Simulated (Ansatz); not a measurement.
Computed with Ansatz on PBE0-D4/def2-TZVP structures; ΔE is electronic, products minus reactants. CCSD(T)/CBS is the MP2 limit (def2-TZVPP, def2-QZVPP) plus CCSD(T) − MP2 in def2-TZVPP, frozen cores. This one scheme is used for every species. DFT in def2-TZVPP. HSE06 is defined as in plane-wave codes. Each species was taken in one conformer, which may not be the lowest.

Consider the silylene formation by 1,1-elimination: `F[SiH2][Si](Cl)(Cl)Cl` → `F[Si](Cl)(Cl)Cl` + `[SiH2]`.

```csv
level,ΔE (kJ/mol),difference from CCSD(T)/CBS
BLYP-D4,212.3,-3.6
r2SCANh-D4,235.8,19.9
HSE06-D4,235.0,19.1
ωB97M-V,206.3,-9.6
PBE-QIDH,230.9,15.0
r2SCAN0,232.5,16.6
CAM-B3LYP,209.9,-6.0
RPA@PBE/def2-TZVPP,188.6,-27.3
MP2/def2-TZVPP,222.9,7.0
CCSD/def2-TZVPP,200.3,-15.6
CCSD(T)/CBS,215.9,0
```

Largest T1 diagnostic among the species: 0.014.

Leaving LDA and LC-ωPBE aside and taking each functional with its dispersion term where it has one, the values, not all of them listed here, spread over 29.8 kJ/mol, from ωB97M-V to r2SCAN-D4. LDA lies +25.2 kJ/mol from PBE without D4. From PBE to PBE0 (25 % exact exchange), in def2-TZVPP and without D4, ΔE moves by +3.5 kJ/mol.

CCSD(T)/CBS has its own doubt, a few kJ/mol and more with outer-core shells, so smaller differences from it don't rank the levels.
